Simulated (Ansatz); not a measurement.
`CCSBCl` + H₂Te → `ClB[TeH]` + `CCS` at 500 K and 1 bar (ligand exchange at a B–S bond).

Computed with Ansatz on PBE0-D4/def2-TZVP structures; ΔE is electronic, products minus reactants. CCSD(T)/CBS is the MP2 limit (def2-TZVPP, def2-QZVPP) plus CCSD(T) − MP2 in def2-TZVPP, frozen cores. Elements past krypton have def2 core potentials. For Te outer-core shells are correlated without core-valence functions, which leaves a few kJ/mol of doubt a bond. One conformer a species, not always the lowest.

```csv
species,CCSD(T)/CBS energy (Eh),H − E (kJ/mol),S (J/(mol·K))
`CCSBCl`,-962.13444,260.4,404.8
H₂Te,-268.91024,48.9,247.6
`ClB[TeH]`,-753.54186,83.1,339.6
`CCS`,-477.49091,229.0,328.4
```

H − E and S are ideal-gas, rigid-rotor, harmonic terms from PBE0-D4/def2-TZVP, for one conformer and one mirror image of each species. 1 Eh = 2625.50 kJ/mol, R = 8.31446 J/(mol·K).

By hand: ΔE, ΔH, ΔS and ΔG.

ΔE = (-753.54186) + (-477.49091) − (-962.13444) − (-268.91024) = 0.01191 Eh = 31.3 kJ/mol. Δ(H − E) = 83.1 + 229.0 − 260.4 − 48.9 = 2.8, so ΔH = 34.1 kJ/mol. ΔS = 339.6 + 328.4 − 404.8 − 247.6 = 15.6 J/(mol·K). ΔG = 34.1 − 500 × (15.6)/1000 = 26.3 kJ/mol.

By hand: the equilibrium constant, and the temperature at which ΔG would vanish if ΔH and ΔS stayed fixed.

log₁₀ K = −ΔG/(RT ln 10) = -2.7. ΔG = 0 at ΔH/ΔS = 2186 K, though so small a ΔS makes that figure unsure.

ΔH outweighs TΔS. A doubt of 5 kJ/mol in ΔE shifts log₁₀ K by 0.5 here. Other conformers and mirror images would add mixing entropy, several J/(mol·K) or more a flexible species. These are equilibria of isolated gas molecules and say nothing of rates. Largest T1 diagnostic: 0.014 (customary marks: 0.02 for closed shells, 0.045 for open ones).
